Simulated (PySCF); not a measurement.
CH9FGe2Si, singlet, at a GFN2-xTB geometry; CASSCF(6,6)/STO-3G run with PySCF.

Here is a job for PySCF.
```python
from pyscf import gto, scf, mcscf
import numpy

mol = gto.Mole()
mol.atom = '''
    C    -1.18159601   -2.06064413   -0.43930336
    Si   -0.35612523   -0.51148167    0.28150785
    F    -0.64650164   -0.56639444    1.87889182
    Ge   -1.37631603    1.45024912   -0.49134648
    Ge    1.97331694   -0.58535973    0.04758059
    H    -0.76315363   -2.96555986   -0.00595964
    H    -1.03822779   -2.10966077   -1.51553360
    H    -2.25124404   -2.06123093   -0.24538057
    H    -1.98463386    2.32722354    0.55755631
    H    -0.44913795    2.36158583   -1.23868335
    H    -2.49186291    1.20931892   -1.46399414
    H     2.53766691    0.54647162   -0.75813219
    H     2.75907354   -0.55557970    1.32077795
    H     2.47133458   -1.80687086   -0.66545844
'''
mol.basis = 'sto-3g'
mol.verbose = 4
mol.build()

mf = scf.RHF(mol)
mf.kernel()
mc = mcscf.CASSCF(mf, 6, 6)
mc.kernel()
occ = numpy.linalg.eigvalsh(mc.fcisolver.make_rdm1(mc.ci, mc.ncas, mc.nelecas))[::-1]
ss = mc.fcisolver.spin_square(mc.ci, mc.ncas, mc.nelecas)[0]
print('natural occupations', occ.round(4), ' <S^2>', round(ss, 4))
```

Problem. Predict the main parts of the log of this PySCF run.

Solution. 
```
PySCF version 2.14.0

[INPUT] verbose = 4
[INPUT] num. atoms = 14
[INPUT] num. electrons = 102
[INPUT] charge = 0
[INPUT] spin (= nelec alpha-beta = 2S) = 0
[INPUT] symmetry False subgroup None
[INPUT] Mole.unit = angstrom
[INPUT] Symbol           X                Y                Z      unit          X                Y                Z       unit  Magmom
[...]
nuclear repulsion = 735.635130845709
number of shells = 36
number of NR pGTOs = 192
number of NR cGTOs = 64
basis = sto-3g
ecp = {}

******** <class 'pyscf.scf.hf.RHF'> ********
method = RHF
initial guess = minao
damping factor = 0
level_shift factor = 0
DIIS = <class 'pyscf.scf.diis.CDIIS'>
diis_start_cycle = 1
diis_space = 8
diis_damp = 0
SCF conv_tol = 1e-09
SCF conv_tol_grad = None
SCF max_cycles = 50
direct_scf = True
direct_scf_tol = 1e-13
Set gradient conv threshold to 3.16228e-05
Initial guess from minao.
init E= -4524.31133664774
[...]
cycle= 1 E= -4529.73846381393  delta_E= -5.43  |g|= 0.61  |ddm|= 4.04
[...]
cycle= 2 E= -4529.89814625811  delta_E= -0.16  |g|= 0.0896  |ddm|= 1.19
[...]
cycle= 3 E= -4529.90176318025  delta_E= -0.00362  |g|= 0.0241  |ddm|= 0.17
[...]
cycle= 4 E= -4529.90216333043  delta_E= -0.0004  |g|= 0.00728  |ddm|= 0.062
[...]
cycle= 5 E= -4529.90219928279  delta_E= -3.6e-05  |g|= 0.00121  |ddm|= 0.0209
[...]
cycle= 6 E= -4529.90220035708  delta_E= -1.07e-06  |g|= 0.000249  |ddm|= 0.00356
[...]
cycle= 7 E= -4529.90220039707  delta_E= -4e-08  |g|= 4.36e-05  |ddm|= 0.000673
[...]
cycle= 8 E= -4529.9022003984  delta_E= -1.33e-09  |g|= 9.99e-06  |ddm|= 0.000117
[...]
cycle= 9 E= -4529.9022003985  delta_E= -9.46e-11  |g|= 2.53e-06  |ddm|= 3.28e-05
[...]
Extra cycle  E= -4529.9022003985  delta_E= -9.09e-13  |g|= 1.27e-06  |ddm|= 5.73e-06
converged SCF energy = -4529.9022003985

******** <class 'pyscf.mcscf.mc1step.CASSCF'> ********
CAS (3e+3e, 6o), ncore = 48, nvir = 10
max_cycle_macro = 50
max_cycle_micro = 4
conv_tol = 1e-07
conv_tol_grad = None
orbital rotation max_stepsize = 0.02
orbital rotation threshold for CI restart = 0.01
augmented hessian ah_max_cycle = 30
augmented hessian ah_conv_tol = 1e-12
augmented hessian ah_linear dependence = 1e-14
augmented hessian ah_level shift = 1e-08
augmented hessian ah_start_tol = 2.5
augmented hessian ah_start_cycle = 3
augmented hessian ah_grad_trust_region = 3
kf_trust_region = 3
kf_interval = 4
ci_response_space = 4
ci_grad_trust_region = 3
with_dep4 0
natorb = False
canonicalization = True
sorting_mo_energy = False
[...]
CASCI E = -4529.90857561614  S^2 = 0.0000000
[...]
macro iter  14 ( 21 JK    4 micro), CASSCF E = -4529.93797932629  dE = -7.71182931e-06  S^2 = 0.0000000
               |grad[o]|=0.00169  |grad[c]|=0.00341  |ddm|=0.000504  |maxRot[o]|=0.00755
macro iter  15 ( 21 JK    4 micro), CASSCF E = -4529.93798724855  dE = -7.92226911e-06  S^2 = 0.0000000
               |grad[o]|=0.00171  |grad[c]|=0.0053  |ddm|=0.000745  |maxRot[o]|=0.00493
macro iter  16 ( 17 JK    4 micro), CASSCF E = -4529.93799679783  dE = -9.54927509e-06  S^2 = 0.0000000
               |grad[o]|=0.00169  |grad[c]|=0.00375  |ddm|=0.000379  |maxRot[o]|=0.00419
macro iter  17 ( 17 JK    4 micro), CASSCF E = -4529.93800173281  dE = -4.93498374e-06  S^2 = 0.0000000
               |grad[o]|=0.00164  |grad[c]|=0.00399  |ddm|=0.000461  |maxRot[o]|=0.0029
macro iter  18 ( 17 JK    4 micro), CASSCF E = -4529.93800546376  dE = -3.73094827e-06  S^2 = 0.0000000
               |grad[o]|=0.00163  |grad[c]|=0.00408  |ddm|=0.000472  |maxRot[o]|=0.00212
macro iter  19 ( 14 JK    3 micro), CASSCF E = -4529.93813593754  dE = -1.30473783e-04  S^2 = 0.0000000
               |grad[o]|=0.00161  |grad[c]|=0.00409  |ddm|=0.000488  |maxRot[o]|=0.0391
macro iter  20 ( 13 JK    4 micro), CASSCF E = -4529.93813120471  dE =  4.73283490e-06  S^2 = 0.0000000
               |grad[o]|=0.000799  |grad[c]|=0.0027  |ddm|=0.000516  |maxRot[o]|=0.00947
macro iter  21 ( 15 JK    4 micro), CASSCF E = -4529.93816402299  dE = -3.28182759e-05  S^2 = 0.0000000
               |grad[o]|=0.00099  |grad[c]|=0.00119  |ddm|=0.000377  |maxRot[o]|=0.0132
macro iter  22 (  4 JK    1 micro), CASSCF E = -4529.93818266371  dE = -1.86407260e-05  S^2 = 0.0000000
               |grad[o]|=0.000554  |grad[c]|=0.00157  |ddm|=0.000272  |maxRot[o]|=0.0206
macro iter  23 (  3 JK    1 micro), CASSCF E = -4529.93818308986  dE = -4.26152837e-07  S^2 = 0.0000000
               |grad[o]|=0.000101  |grad[c]|=0.000337  |ddm|=6.18e-05  |maxRot[o]|=0.0038
macro iter  24 (  1 JK    1 micro), CASSCF E = -4529.93818309003  dE = -1.64618541e-10  S^2 = 0.0000000
               |grad[o]|=2.69e-05  |grad[c]|=1.48e-05  |ddm|=8.73e-06  |maxRot[o]|=    0
1-step CASSCF converged in  24 macro (398 JK  84 micro) steps
CASSCF canonicalization
Density matrix diagonal elements [1.97168852 1.98608468 1.98339718 0.01716684 0.02847562 0.01318716]
CASSCF energy = -4529.93818309003
CASCI E = -4529.93818309003  E(CI) = -7.66907405481106  S^2 = 0.0000000
natural occupations [1.9866 1.9834 1.9718 0.0278 0.0171 0.0132]  <S^2> 0.0
```
